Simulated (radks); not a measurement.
Se I, configuration [Ar] 3d9 4s2 4p5 (not the ground configuration). Method: Dirac Kohn-Sham, PBE, spin-unpolarised, spherical densities, point nucleus; open shells are shared between the two j in proportion to 2j + 1; computed with a radial shooting solver on a logarithmic mesh with Libxc functionals. Some entries of the table are withheld. Estimate them.

| orbital | occ. | eigenvalue (eV) | r(max) (bohr) | <r> (bohr) |
|---|---|---|---|---|
| 1s1/2 | 2 | -12514.97 | 0.02880 | 0.04408 |
| 2s1/2 | 2 | -1622.000 | 0.1646 | 0.1957 |
| 2p1/2 | 2 | -1456.523 | 0.1296 | (1) |
| 2p3/2 | 4 | -1414.781 | 0.1327 | (2) |
| 3s1/2 | 2 | -225.5014 | 0.5006 | 0.5693 |
| 3p1/2 | 2 | -168.8220 | 0.4923 | (3) |
| 3p3/2 | 4 | -162.8071 | 0.5007 | (4) |
| 3d3/2 | 3.6 | -65.1800 | 0.4455 | 0.6067 |
| 3d5/2 | 5.4 | -64.2346 | 0.4481 | 0.6105 |
| 4s1/2 | 2 | -19.5205 | (5) | 1.714 |
| 4p1/2 | 1.66667 | -8.1009 | 1.683 | 2.109 |
| 4p3/2 | 3.33333 | -7.6466 | 1.716 | 2.155 |

Answer. 
(1) 2p1/2 <r> (bohr): 0.1685
(2) 2p3/2 <r> (bohr): 0.1723
(3) 3p1/2 <r> (bohr): 0.5758
(4) 3p3/2 <r> (bohr): 0.5859
(5) 4s1/2 r(max) (bohr): 1.457
